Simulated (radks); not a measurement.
Fractional charge and spin in the 3s shell of magnesium: the spin-up occupation runs from 0 to 1 and the spin-down occupation from 0 to 1; the fullest corner is Mg, [Ne] 3s(up 1, down 1). All-electron calculation, non-relativistic Kohn-Sham, PBE, spin-polarised, spherical densities, point nucleus. Program: a radial shooting solver on a logarithmic mesh with Libxc functionals. Energy (eV) above the fullest corner. The planes named below are the two flat planes that join the four corners, with an edge along up + down = one added electron.

| down \ up | 0 | 0.5 | 1 |
|---|---|---|---|
| 0 | 22.949 | 14.420 | 7.612 |
| 0.5 | 14.420 | 7.949 | 3.070 |
| 1 | 7.612 | 3.070 | 0.000 |

Corners above the fullest one (they belong to Mg+ and the next ion): (up 1, down 0) 7.612 eV, (up 0, down 1) 7.612 eV, (up 0, down 0) 22.949 eV. With half an added electron in each spin the energy lies 0.337 eV from the planes (fractional-spin error, the static-correlation error of a stretched bond), and with half an added electron in spin up alone -0.861 eV (fractional-charge error). For a frontier s shell over closed shells the exact functional lies on the planes.
